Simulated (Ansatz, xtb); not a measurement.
C3H11OSi+: which of two conformers lies lower

We compare a, `CC[OH+][SiH2]C`, a singlet, with b, `CC[OH+][SiH2]C`, a singlet. Both are isolated ions in the gas phase, relaxed with PBE0-D3(BJ)/def2-SVP.

a (Å):

```xyz
16

C     0.3854   -1.5488    2.2488
C    -0.4380   -0.6922    1.3348
C    -1.7287   -0.3291   -2.1493
O     0.2397   -0.5052    0.0289
Si   -0.2584   -1.2655   -1.5613
H     1.3549   -1.0840    2.4855
H     0.5533   -2.5517    1.8308
H    -0.1566   -1.6658    3.1994
H    -1.4027   -1.1471    1.0717
H    -0.6210    0.3198    1.7207
H     1.1323   -0.1319    0.1187
H    -0.5007   -2.6657   -1.1422
H     1.0084   -1.0650   -2.3012
H    -2.0458   -0.7519   -3.1179
H    -1.4960    0.7349   -2.3059
H    -2.5808   -0.4181   -1.4586
```

b (Å):

```tsv
atom	x (Å)	y (Å)	z (Å)
C	2.5148	0.6129	1.1638
C	1.3084	0.6287	0.2745
C	-0.7117	0.6545	-2.8075
O	1.7065	0.3757	-1.1308
Si	1.0365	1.2002	-2.6213
H	3.2413	1.3870	0.8795
H	2.1899	0.8140	2.1956
H	3.0084	-0.3717	1.1696
H	0.5638	-0.1381	0.5303
H	0.8196	1.6120	0.2401
H	2.3120	-0.3788	-1.2219
H	1.2384	2.6187	-2.2483
H	2.0083	0.6797	-3.6095
H	-1.1337	1.1389	-3.7047
H	-1.3321	0.9572	-1.9502
H	-0.7892	-0.4341	-2.9483
```

Task: Which of the two would you expect CCSD(T)/def2-SVP + ΔMP2/def2-TZVPP electronic energies to favour?

Result: Too close to call at this level: CCSD(T)/def2-SVP + ΔMP2/def2-TZVPP gives E(b) − E(a) = −0.35 kJ/mol.

The same difference at several levels:

```
                             level              geometry  E(b) − E(a) (kJ/mol)  departure from the last row (kJ/mol)  job, with rough time for the two
              PBE0-D3(BJ)/def2-SVP  PBE0-D3(BJ)/def2-SVP                    0.00                                 +0.35             optimisation, 4.3 min
                       HF/def2-SVP  PBE0-D3(BJ)/def2-SVP                   −0.78                                 −0.43           part of the CCSD(T) run
                      MP2/def2-SVP  PBE0-D3(BJ)/def2-SVP                   −0.15                                 +0.20           part of the CCSD(T) run
                  CCSD(T)/def2-SVP  PBE0-D3(BJ)/def2-SVP                   −0.09                                 +0.26                      single point
CCSD(T)/def2-SVP + ΔMP2/def2-TZVPP  PBE0-D3(BJ)/def2-SVP                   −0.35                                                   single point, 1.7 min
```

The largest departure from CCSD(T)/def2-SVP + ΔMP2/def2-TZVPP is that of HF/def2-SVP, 0.43 kJ/mol. Levels run at GFN2-xTB geometries aren't shown. The last row adds to CCSD(T) the change of the MP2 difference between the two basis sets, here −0.26 kJ/mol.

With harmonic frequencies from PBE0-D3(BJ)/def2-SVP (ideal gas, rigid rotor, one conformer each, 298.15 K, 1 atm): on the last row, ΔE + ΔZPE = −0.54 kJ/mol. A mode under 50 cm⁻¹ makes harmonic enthalpies and free energies unreliable, so none is given.

The correlated steps freeze 9 core orbitals. Codes used: Ansatz 0.2.0; the last row on 2 threads of Intel(R) Xeon(R) Processor @ 2.50GHz (Skylake/Cascade Lake) on a shared host.
